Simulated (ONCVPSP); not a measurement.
# W: variants of one ONCV potential

Base potential:

```json
{"Element": "W (Z = 74)", "Generator": "ONCVPSP 4.0.1", "Type": "optimised norm-conserving Vanderbilt (ONCV)", "Functional": "LDA (Perdew-Wang 92)", "Relativity": "fully relativistic", "Frozen core": "[Kr] 4d10 4f14", "Valence charge": "14", "Reference configuration": "5s2 5p6 5d5 6s1", "Partial waves": "5s+6s: rc 1.90 bohr, ncon 3, nbas 8, qcut 6.3 1/bohr, 2 projectors; 5p: rc 1.40 bohr, ncon 4, nbas 9, qcut 4.9 1/bohr, 2 projectors, debl 2.3 Ha; 5d: rc 2.85 bohr, ncon 4, nbas 9, qcut 6.5 1/bohr, 2 projectors, debl 1 Ha", "Local potential": "polynomial inside 1.15 bohr (lpopt 5, dvloc0 0 Ha)", "Core correction": "Teter function, fcfact 2.25, rcfact 1.55"}
```

Open shells are filled in proportion to 2j + 1.

All-electron outer shells of the reference configuration (LDA (PZ), scalar-relativistic, ld1.x):

```tsv
shell	level (eV)	outermost node (bohr)	outermost maximum (bohr)
5s	-77.38	0.53	0.96
5p	-41.59	0.57	1.09
4f	-31.52	–	0.43
6s	-5.37	1.28	2.71
5d	-3.52	0.63	1.52
```

Cutoffs, loose and tight: the cutoffs (Ha) at which the residual kinetic energy of the hardest occupied pseudo-wave falls to 1 and 0.1 mHa per electron. They do not see the model core or the augmentation charge, which bear on the density cutoff. Test errors are all-electron minus pseudo excitation energies from the reference, over the configurations 5s2 5p6 5d4 6s2; 5s2 5p6 5d4 6s1; 5s2 5p6 5d4 6s0; 5s2 5p6 5d4 6s1.5. A dash means not determined; rows that change the core or the reference have their own tests.

A true bound ghost makes a file unfit for plane-wave use even where its test errors are small: the radial tests pick states by their node count and pass the ghost by.

| change | outcome | cutoff, loose | cutoff, tight | bound ghosts | GHOST(+) flags above zero | largest test error (meV) |
| --- | --- | --- | --- | --- | --- | --- |
| base | generated | 104 Ha | 139 Ha | none | s | +1.5 |
| d: qcut 8.4 | failed: ERROR pspot: first pseudo wave function has node, program will stop | – | – | – | – | – |
| reference 5s2 5p6 5d4 6s1 | generated | 106 Ha | 140 Ha | none | s | +30 |
| functional PBE | generated | 106 Ha | 140 Ha | none | s | +1.2 |
| core [Kr] 4d10, valence charge 28; reference 4f14 5s2 5p6 5d4 6s1.5; waves now 5s+6s: rc 1.40 bohr, ncon 4, nbas 9, qcut 9.6 1/bohr, 2 projectors; 5p: rc 1.55 bohr, ncon 4, nbas 7, qcut 7.4 1/bohr, 2 projectors, debl 1.3 Ha; 5d: rc 1.60 bohr, ncon 5, nbas 9, qcut 7 1/bohr, 2 projectors, debl 1.7 Ha; 4f: rc 0.70 bohr, ncon 4, nbas 9, qcut 26.6 1/bohr, 1 projector; local potential polynomial inside 0.65 bohr (lpopt 3, dvloc0 6 Ha) | failed: ERROR pspot: first pseudo wave function has node, program will stop | – | – | – | – | – |

Task: What comes out with this change to the base: d: ncon 5, nbas 10?

Result: outcome: generated; cutoff, loose: 104 Ha; cutoff, tight: 139 Ha; bound ghosts: none; GHOST(+) flags above zero: s; largest test error (meV): -1.7.

Task: What comes out with this change to the base: s: qcut 9.3; p: qcut 7.3; d: qcut 9.6?

Result: outcome: generated; cutoff, loose: 27 Ha; cutoff, tight: 83 Ha; bound ghosts: d5/2, d3/2; GHOST(+) flags above zero: s; largest test error (meV): 4 of 4 tests not solved or not reliable.
